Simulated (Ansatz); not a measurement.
Geometry optimisation, RKS PBE0-D4/def2-TZVP (Ansatz).

Input:

```yaml
crystal:
  periodic: [false, false, false]
  atoms:
    - { symbol: Sn, position_ang: [0.101554, 0.018689, 0.143221] }
    - { symbol: H, position_ang: [0.75117, -0.006659, 1.727518] }
    - { symbol: H, position_ang: [1.809993, -0.012865, 0.102159] }
    - { symbol: O, position_ang: [-0.860803, 1.577938, -0.517414] }
    - { symbol: H, position_ang: [-1.688722, 1.30633, -0.927089] }
    - { symbol: O, position_ang: [-0.969448, -1.46803, -0.552146] }
    - { symbol: H, position_ang: [-1.190444, -2.111803, 0.126251] }
basis:
  gaussian: { orbitals: def2-TZVP }
hamiltonian:
  xc: pbe0
  dispersion: d4
relax:
  f_tol: 0.03
  max_steps: 50
```

Run as:

```bash
$ ansatz run input.yaml --threads 4 --pin off --max-ram 5120MiB --backend cpu --events-out ev --progress --plain --runs-dir out
```

Problem. Where does it end, and by what steps?

Solution. The forces met the threshold. The force dipped under the threshold on the way, but the program's further checks kept it going. After 16 steps the energy has fallen by 1.191 eV; H3 moved furthest, 0.76 Å.

| step | energy less start (eV) | largest force component (eV/Å) | accepted |
| --- | --- | --- | --- |
| 0 | 0.0000 | 1.956 | yes |
| 1 | -0.6627 | 1.084 | yes |
| 2 | -1.0164 | 0.541 | yes |
| 3 | -1.1080 | 0.628 | yes |
| 4 | -1.1176 | 0.388 | yes |
| 5 | -1.1512 | 0.104 | yes |
| 6 | -1.1529 | 0.186 | yes |
| 7 | -1.1543 | 0.132 | yes |
| 8 | -1.1565 | 0.051 | yes |
| 9 | -1.1635 | 0.201 | yes |
| 10 | -1.1479 | 1.659 | no |
| 11 | -1.1777 | 0.215 | yes |
| 12 | -1.1850 | 0.105 | yes |
| 13 | -1.1900 | 0.012 | yes |
| 14 | -1.1866 | 0.632 | no |
| 15 | -1.1906 | 0.039 | yes |
| 16 | -1.1910 | 0.004 | yes |

```xyz
7
Properties=species:S:1:pos:R:3
Sn 0.223 -0.031 0.279
H 0.322 0.037 1.974
H 1.654 0.099 -0.629
O -1.051 1.394 -0.164
H -1.240 1.455 -1.103
O -0.559 -1.722 -0.337
H -1.397 -1.928 0.083
```

Whether the end is a true minimum wasn't checked by a vibrational analysis.

The run took 24 s on 4 threads of Arm Neoverse V1 (shared host), peak memory 0.28 GiB.
